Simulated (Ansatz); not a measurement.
Species: CH₃B₂N, SMILES `BBC#N` (charge 0, multiplicity 1).

Task: Give a relaxed geometry from Ansatz (a program for electronic structure) with PBE0-D3(BJ)/def2-TZVP.

Result: Several could match; the one computed here: the end point of this relaxation, one of several conformers (outside a Z-matrix the atoms follow the SMILES, hydrogens last).
Bonded distances (Å): B1–B2 1.642, B1–H5 1.198, B1–H6 1.198, B2–C3 1.523, B2–H7 1.197, C3–N4 1.154. Angles (°): B2–B1–H5 121.5, B2–B1–H6 121.5, H5–B1–H6 117.0, B1–B2–C3 122.2, B1–B2–H7 121.0, C3–B2–H7 116.7, B2–C3–N4 178.4.
